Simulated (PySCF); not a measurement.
Cl3In, SMILES [Cl][In-]([Cl])[Cl], charge -1, multiplicity 2. Atoms are numbered in the order given.

```xyz
4

In     0.0000     0.0000    -0.4299
Cl    -2.0629     1.1910     0.4131
Cl     0.0000    -2.3821     0.4131
Cl     2.0629     1.1910     0.4131
```
Charge -1, spin multiplicity 2.

Geometry: PBE-D3(BJ)/def2-SVPD. The def2 effective core potentials stand for the cores of In; spin–orbit coupling is left out.

Level of theory: IEF-PCM-B3LYP/def2-SVPD (PySCF).

The values are the electrostatic part of the solvation free energy, E(continuum) − E(gas) at the gas-phase geometry, in a cavity of scaled van der Waals radii (PySCF's table); cavitation and dispersion terms are not included. A continuum can't describe solvent molecules that bind to the metal.

**Question.** Estimate the values in water (ε = 78.36), diethylether (ε = 4.24), N,N-dimethylformamide (ε = 37.22). (Estimate from the structure and the level; the computed values follow.)

**Answer.** 
```csv
solvent,ε,ΔG(elec) (kcal/mol)
water,78.36,-47.6
diethylether,4.24,-36.2
"N,N-dimethylformamide",37.22,-46.9
```
